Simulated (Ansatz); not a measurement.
A nudged elastic band was laid between two geometries of a periodic cell of 17 atoms, Be$_{16}$I (surface Be(0001), adsorbate I).

Level of theory: DFT PBEsol, scalar-relativistic, plane waves, PAW (Ansatz). Settings: cutoff 250 eV, k mesh 4x4x1, gaussian smearing 0.15 eV, no spin polarisation.

```
movable images  : 3
climbing image  : yes
spring          : 5.0 eV/Å²
optimiser       : quadratic models (default)
start path      : default
force threshold : 0.05 eV/Å
iteration limit : 34
end points      : relaxed
atoms held      : 1 to 4
```

First end point:

```xyz
17
Lattice="4.5800 0.0000 0.0000 2.2900 3.9664 0.0000 0.0000 0.0000 17.3826" Properties=species:S:1:pos:R:3
Be 0.000 1.322 1.000
Be 2.290 1.322 1.000
Be 1.145 3.305 1.000
Be 3.435 3.305 1.000
Be 0.000 0.006 2.786
Be 2.290 0.000 2.771
Be 1.140 1.980 2.786
Be 3.440 1.980 2.787
Be 0.000 1.322 4.603
Be 2.290 1.316 4.549
Be 1.139 3.309 4.548
Be 3.440 3.309 4.549
Be 0.000 -0.045 6.366
Be 2.291 0.000 6.228
Be 1.184 2.006 6.367
Be 3.398 2.005 6.367
I 0.002 1.320 8.498
```

Last end point:

```xyz
17
Lattice="4.5800 0.0000 0.0000 2.2900 3.9664 0.0000 0.0000 0.0000 17.3826" Properties=species:S:1:pos:R:3
Be 0.000 1.322 1.000
Be 2.290 1.322 1.000
Be 1.145 3.305 1.000
Be 3.435 3.305 1.000
Be 0.005 -0.003 2.787
Be 2.285 -0.003 2.786
Be 1.145 1.983 2.771
Be 3.435 1.989 2.786
Be 0.005 1.326 4.549
Be 2.284 1.326 4.548
Be 1.145 3.299 4.549
Be 3.435 3.306 4.603
Be -0.037 0.021 6.367
Be 2.329 0.023 6.367
Be 1.146 1.983 6.228
Be 3.435 1.938 6.366
I 1.147 -0.663 8.498
```

Q: What changes between the two ends?

A: Contacts lost: Be15–I17. Contacts made: Be14–I17. The atom that moves furthest is I17, by 2.29 Å.

Q: What energy profile does the band end with?

A: It converged. The highest image is number 1 of 0 to 4, 0.132 eV above the ends, which have the same energy within 2 meV. The profile has 2 maxima (images 1, 3) with wells between them (image 2): this band takes more than one step, which may be the mechanism or a detour left from its start path. The order of the stationary point at the top wasn't checked. The plane-wave cutoff is below what these datasets need, so energies and pressures aren't converged. Limits of this set-up: coarse k mesh, thin slab, slab without dipole correction, odd electron count without spin.

```
image  path coordinate (Å)  energy (eV)  Be15–I17 (Å)  Be14–I17 (Å)
    0                 0.00        0.000          2.53          3.48
    1                 0.73        0.132          2.48          2.98
    2                 1.39        0.055          2.56          2.52
    3                 2.05        0.127          3.06          2.48
    4                 2.71        0.000          3.48          2.53
```

Q: What is the geometry of the highest image?

A: 
```xyz
17
Lattice="4.5800 0.0000 0.0000 2.2900 3.9664 0.0000 0.0000 0.0000 17.3826" Properties=species:S:1:pos:R:3
Be 0.000 1.322 1.000
Be 2.290 1.322 1.000
Be 1.145 3.305 1.000
Be 3.435 3.305 1.000
Be 0.007 0.005 2.787
Be 2.287 0.002 2.780
Be 1.144 1.974 2.786
Be 3.435 1.983 2.787
Be 0.007 1.318 4.592
Be 2.276 1.310 4.562
Be 1.147 3.304 4.546
Be 3.438 3.323 4.562
Be -0.011 -0.037 6.384
Be 2.296 -0.004 6.303
Be 1.171 2.010 6.383
Be 3.418 1.992 6.261
I 0.619 0.963 8.568
```

Run time: 110 s on 1 thread of Arm Neoverse V2 (shared host), peak memory 0.41 GiB.
